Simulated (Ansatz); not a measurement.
The cluster KH₂⁻. Charge -1, multiplicity 1. Geometry B3LYP-D4/def2-TZVPD.

```xyz
3

K     0.000    0.005    0.001
H    -0.601    0.569   -2.378
H     0.601   -0.574    2.377
```

At PBE-D4/def2-SVPD, PBE-D4/def2-TZVPD, r2SCAN-D4/def2-TZVPD the highest occupied level of the charge -1 singlet lies above zero (up to 0.43 eV). By energy differences its removal costs 1.85 eV (vertical, to the charge 0 doublet, at PBE-D4/def2-TZVPD); a positive level beside a positive removal energy at the same level points to self-interaction error. The structure comes from a short search, and lower isomers may exist.

Problem. Estimate the orbital energies around the gap (eV) in Ansatz with PBE-D4/def2-SVPD, PBE-D4/def2-TZVPD, r2SCAN-D4/def2-TZVPD, PBE0-D4/def2-TZVPD, ωB97M-V/def2-TZVPD.

Solution. 
```tsv
orbital	PBE-D4/def2-SVPD	PBE-D4/def2-TZVPD	r2SCAN-D4/def2-TZVPD	PBE0-D4/def2-TZVPD	ωB97M-V/def2-TZVPD
HOMO−5	-30.09	-29.87	-31.28	-33.22	-35.91
HOMO−4	-14.03	-13.82	-14.46	-15.79	-18.30
HOMO−3	-14.03	-13.82	-14.46	-15.79	-18.30
HOMO−2	-13.67	-13.46	-14.06	-15.45	-17.98
HOMO−1	0.02	0.00	-0.09	-0.91	-3.03
HOMO	0.42	0.43	0.31	-0.46	-2.51
LUMO	2.34	2.44	2.88	2.74	3.05
LUMO+1	2.45	2.44	2.88	2.74	3.05
LUMO+2	2.45	2.50	2.98	2.87	3.33
LUMO+3	3.21	3.05	3.82	3.38	3.75
LUMO+4	3.67	3.95	4.72	4.56	5.53
LUMO+5	4.80	4.72	5.35	5.25	6.07
```
